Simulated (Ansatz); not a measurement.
System: CH$_{3}$Br$_{2}$GaO (charge 0, singlet). SMILES: [Ga]([O]C)([Br])[Br]
Structure (B3LYP-D3(BJ)/def2-TZVP (Ansatz, an electronic-structure program) minimum search):
```xyz
8

C     -2.9323    -0.6762    -0.7658
O     -1.5964    -1.1654    -0.7337
Ga    -0.2093    -0.2436    -0.1323
Br    -0.4986     1.8834     0.6639
Br     1.8338    -1.2374    -0.1808
H     -3.0233     0.3418    -0.3767
H     -3.5657    -1.3349    -0.1674
H     -3.2893    -0.6870    -1.7981
```

Quantity: vertical electron affinity (to the doublet state of charge -1; a negative value means that the extra electron is unbound and the number depends on the basis; each state is the SCF solution reached for its spin; for the doublet T1 is 0.055), in eV. Correlated levels leave the core frozen unless marked. UHF or UKS for open shells. Spin-orbit coupling is left out. Frozen are the shells of the preceding noble gas and the d and f shells that filled before the atom's block. Non-relativistic. Anions need diffuse functions: aug- sets have them; def2-D sets add few. CBS(X,Y): correlation extrapolated as X^-3; Hartree-Fock from the larger set. The bracket is a focal-point correction in the basis named.

```csv
level,program,vertical electron affinity (eV)
B3LYP/def2-TZVPD,Ansatz,0.54
BHLYP/def2-TZVPD,Ansatz,0.24
wB97M-V/def2-TZVPD,Ansatz,0.30
wB97X-V/def2-TZVPD,Ansatz,0.17
"RI-MP2/CBS(aug-cc-pVTZ,aug-cc-pVQZ)",Ansatz,0.06
SCS-MP2/aug-cc-pVTZ,Ansatz,-0.06
```

What does RI-MP2/CBS(aug-cc-pVTZ,aug-cc-pVQZ)+[CCSD(T)-MP2]/aug-cc-pVTZ (Ansatz) give?

0.21 eV
